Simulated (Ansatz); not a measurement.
Ansatz (a first-principles code) input (CCSD(T)/STO-3G):

Ansatz 0.2 input:
```yaml
crystal:
  periodic: [false, false, false]
  atoms:
    - {symbol: C, position_ang: [-0.01550152, 1.83044959, 1.65316644]}
    - {symbol: Ge, position_ang: [-0.26807889, 0.02078498, 1.07032207]}
    - {symbol: C, position_ang: [-2.14297317, -0.53468870, 1.15737546]}
    - {symbol: C, position_ang: [0.96217749, -1.22287012, 1.94847303]}
    - {symbol: I, position_ang: [0.36795795, 0.00783757, -1.43746013]}
    - {symbol: H, position_ang: [0.95180756, 2.19345440, 1.97881229]}
    - {symbol: H, position_ang: [-0.78930611, 2.57933006, 1.53522970]}
    - {symbol: H, position_ang: [-2.46638590, -0.57221787, 2.19868635]}
    - {symbol: H, position_ang: [-2.76575963, 0.17438771, 0.61443146]}
    - {symbol: H, position_ang: [-2.25826180, -1.52047535, 0.70984461]}
    - {symbol: H, position_ang: [1.98793794, -0.87915419, 1.82552844]}
    - {symbol: H, position_ang: [0.86633203, -2.21296587, 1.50589570]}
    - {symbol: H, position_ang: [0.72817220, -1.28021428, 3.01256220]}
basis:
  gaussian:
    orbitals: STO-3G
magnetization: {spin_polarized: true, initial_magnetization: 1}
correlation: {method: ccsd_t, electrons: outside_noble_gas}
```

End of the output:

```
integrals: 0.07 GiB planned
788 factors; integrals over basis functions are off by at most 3.6e-5 eV
0.70 GiB of device memory are held for the factors and their scratch space
mean field: 0.55 GiB planned
mean field evaluation 1: about -245428.3008 eV, gradient 1.1e1 eV
mean field evaluation 2: about -245428.3821 eV, gradient 1.1e1 eV
mean field evaluation 4: about -245429.9177 eV, gradient 1.0e0 eV
mean field evaluation 8: about -245429.9382 eV, gradient 8.1e-3 eV
mean field evaluation 16: about -245429.8586 eV, gradient 4.9e-1 eV
mean field -245429.93819071 eV, -9019.3838701215 hartree, gradient 2.2e-6 eV, S^2 0.767828; 0 other end points of the search recorded, 0 dependent functions left out
40 core orbitals not correlated, not the lowest: weight in the atoms' cores, before any rotation towards them, 0.705 or more for the frozen orbitals, at most 0.267 for the correlated occupied ones
reference -245429.93819071 eV, -9019.3838701215 hartree; 16, 15 occupied and 12, 13 virtual orbitals, 788 factors
second order -4.78652432 eV of doubles, -0.00000000 eV of singles
coupled cluster: 0.15 GiB planned
cycle   1  -5.86243079 eV  change    -1.1e0 eV  update   7.8e-2
cycle   2  -6.39335441 eV  change   -5.3e-1 eV  update   3.1e-2
cycle   3  -6.43932323 eV  change   -4.6e-2 eV  update   8.6e-3
cycle   4  -6.44548738 eV  change   -6.2e-3 eV  update   3.8e-3
cycle   5  -6.44692795 eV  change   -1.4e-3 eV  update   1.6e-3
cycle   6  -6.44697303 eV  change   -4.5e-5 eV  update   6.3e-4
cycle   7  -6.44691057 eV  change    6.2e-5 eV  update   3.0e-4
cycle   8  -6.44696342 eV  change   -5.3e-5 eV  update   1.5e-4
cycle   9  -6.44692306 eV  change    4.0e-5 eV  update   5.6e-5
cycle  10  -6.44690369 eV  change    1.9e-5 eV  update   1.8e-5
perturbative correction -0.04614568 eV, -0.0016958225 hartree
Total energy: -245436.43124008 eV, -9019.6224852848 hartree
```

It need not be the lowest isomer of its formula.
